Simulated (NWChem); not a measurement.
System: aminoborane (BNH$_{4}$); SMILES BN

Computed with NWChem. Pople sets run with spherical d functions. Structure relaxed at the PBE0/def2-SVP level. Field at 589 nm.

For level B3LYP/def2-SVP:

| Quantity | Result |
|---|---|
| isotropic polarisability (bohr³) | 21.7 |
| anisotropy (bohr³) | 12.9 |

**Question.** What are these values for level B3LYP/6-31G*?

**Answer.** 
| Item | Value |
|---|---|
| isotropic polarisability (bohr³) | 20.0 |
| anisotropy (bohr³) | 14.1 |
